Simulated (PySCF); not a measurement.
H3NOZn.

```xyz
6

Zn     0.0171     0.0178     0.0000
O      1.7934    -0.1257     0.0000
H      2.2696     0.7094     0.0000
N     -1.7997    -0.1088     0.0000
H     -2.2665     0.2618    -0.8179
H     -2.2665     0.2618     0.8179
```

Geometry: B3LYP-D3(BJ)/def2-TZVP. The values are those of a single conformer.

All values below come from PBE0/pcSseg-2 (PySCF). Non-relativistic, no solvent.

Computed absolute GIAO shielding of each atom: isotropic value and principal components (ppm):
| atom | σ(iso) | σ11 | σ22 | σ33 | span |
|---|---|---|---|---|---|
| Zn1 | 1568.9 | 1099.3 | 1153.0 | 2454.3 | 1354.9 |
| O2 | 332.2 | 305.1 | 330.2 | 361.3 | 56.2 |
| H3 | 31.0 | 21.8 | 24.5 | 46.6 | 24.8 |
| N4 | 279.2 | 252.3 | 288.5 | 296.6 | 44.3 |
| H5 | 31.9 | 23.6 | 26.3 | 45.8 | 22.1 |
| H6 | 31.9 | 23.6 | 26.3 | 45.8 | 22.1 |
